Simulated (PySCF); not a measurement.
## Deuteron quadrupole couplings in `CS[C@@H]1SCC[Si@@H]1C#N`

C5H9NS2Si.
Cartesian coordinates in Å at the GFN2-xTB level; atoms count from 1:
```xyz
18
C5H9NS2Si angstrom
C      3.0615    0.0719    0.1215
S      1.4106   -0.1285    0.8408
C      0.5186   -0.6726   -0.6550
S      0.3911    0.6495   -1.9061
C     -0.9494    1.5290   -1.0426
C     -2.0980    0.5647   -0.7679
Si    -1.3124   -1.1104   -0.2979
C     -1.5615   -1.4868    1.5114
N     -1.7540   -1.7317    2.6127
H      2.9895    0.7255   -0.7445
H      3.4566   -0.9005   -0.1611
H      3.6846    0.5240    0.8857
H      1.0920   -1.4769   -1.1092
H     -0.5249    1.9103   -0.1124
H     -1.2400    2.3648   -1.6765
H     -2.7474    0.9746    0.0058
H     -2.7006    0.4527   -1.6701
H     -1.7253   -2.2534   -1.1112
```

Level: PBE0/pcSseg-1 (PySCF, non-relativistic); Q(2H) = 0.00286 b; rigid geometry, the same for H and D, with no vibrational averaging.

**Question.** Rank these positions by the coupling χzz of a deuteron there, largest first.
A. H14 (methylene hydrogen)
B. H18 (Si–H hydrogen)
C. H10 (methyl hydrogen)
D. H11 (methyl hydrogen)

**Answer.** D (210 kHz), C (206 kHz), A (199 kHz), B (108 kHz).

**Question.** Give the electric field gradient Vzz (the principal value of largest size), its asymmetry and the 2H coupling at each hydrogen.

**Answer.** 
```
atom  bonded to  bond length (Å)  Vzz (au)     η  χzz (kHz)
 H10         C1            1.087    0.3065  0.02        206
 H11         C1            1.087    0.3132  0.03        210
 H12         C1            1.085    0.3184  0.05        214
 H13         C3            1.087    0.3145  0.03        211
 H14         C5            1.091    0.2955  0.02        199
 H15         C5            1.088    0.3098  0.04        208
 H16         C6            1.090    0.3119  0.03        210
 H17         C6            1.091    0.3101  0.03        208
 H18        Si7            1.462    0.1607  0.01        108
```

**Question.** Average by the element that carries the hydrogen.

**Answer.** on C: 208 kHz over 8 positions, mean bond length 1.088 Å; on Si: 108 kHz over 1 position, mean bond length 1.462 Å.

One conformer (not necessarily the lowest) at the GFN2-xTB geometry, without solvent, vibrations or thermal averaging. GFN2-xTB bond lengths can be off by several hundredths of an ångström, more for odd bonds, and the gradients follow them. With so small a basis the couplings can be 20 % off.
